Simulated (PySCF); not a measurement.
# UHF on He (helium, neutral)

Configuration: 1s1 3d1, high-spin 3D determinant (an excited configuration). All numbers are calculated (PySCF 2.14, scalar relativity by spin-free X2C-1e, in dyall-av3z (10s3p2d, 29 functions)).

```
Total energy                                                  : -0.814425 hartree
One-electron energy                                           : -1.3839 hartree
Hartree (Coulomb) energy                                      : 1.4717 hartree
Exchange energy                                               : -0.9022 hartree
⟨S²⟩                                                          : 2.0000
⟨L²⟩                                                          : 6.000
Sum of ⟨r⟩                                                    : 2.567 bohr
Sum of ⟨r²⟩                                                   : 4.231 bohr²
Traceless quadrupole moment −½Σ⟨3z² − r²⟩ along its main axis : 0.977 e·bohr²
Langevin diamagnetic susceptibility                           : -3.35 ×10⁻⁶ cm³/mol
```

```json
{"shell": "1s α", "electrons": "1", "mean orbital energy (hartree)": "-1.42905", "rms radius, mean of both spins (bohr)": "0.899"}
{"shell": "3d α", "electrons": "1", "mean orbital energy (hartree)": "1.18409", "rms radius, mean of both spins (bohr)": "1.85"}
```

The outer electron is Rydberg-like, and this basis confines it to a smaller radius and binds it less than a complete one would. At UHF the highest occupied level has a positive energy, so only the finite basis holds that electron; for this excited configuration the basis is too tight for the outer shell.

Spin-orbit constants ζ (cm⁻¹) from the X2C one-electron operator on these orbitals: bare nucleus, nucleus screened by l(l+1)(2l+1)/3 electrons, and screened by the Breit-Pauli mean field of the electrons.

```csv
shell,bare,screened nucleus,mean field
3d,3.194,1.597,1.066
```

To first order the Landé constant is A = 0.5329 cm⁻¹, so the lowest level has J = 1 and lies 0.000198 eV below the centre of the term. This holds in LS coupling only.
